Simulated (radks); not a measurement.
Effect of the nuclear size on neutral krypton, [Kr]. All-electron calculation, Dirac Kohn-Sham, exchange-only LDA, spin-unpolarised, spherical densities, finite nucleus; Fermi nuclear charge, rms radius 4.1884 fm. Program: a radial shooting solver on a logarithmic mesh with Libxc functionals. The rms radius is varied about that value; shifts are against it.

| rms radius (fm) | total energy shift (eV) | density at nucleus (e/bohr^3) | 1s1/2 shift (meV) | 2s1/2 shift (meV) | 3p1/2 shift (meV) | 4s1/2 shift (meV) |
|---|---|---|---|---|---|---|
| 3.6355 | -0.154 | 4.973e+04 | -65.4 | -6.63 | 0.095 | -0.121 |
| 3.7779 | -0.116 | 4.958e+04 | -49.4 | -5.01 | 0.072 | -0.092 |
| 4.1884 | 0 | 4.917e+04 | 0.000 | 0.000 | 0.000 | 0.000 |
| 4.4732 | 0.0872 | 4.892e+04 | 37.0 | 3.75 | -0.054 | 0.069 |
| 4.7161 | 0.166 | 4.871e+04 | 70.4 | 7.13 | -0.102 | 0.131 |

Slopes of the eigenvalues against <r^2> in GHz/fm^2, as finite differences over the two radii next to the reference (eigenvalue slopes, not the field-shift constants of lines): 1s1/2 3640, 2s1/2 369, 3p1/2 -5.29, 4s1/2 6.76.
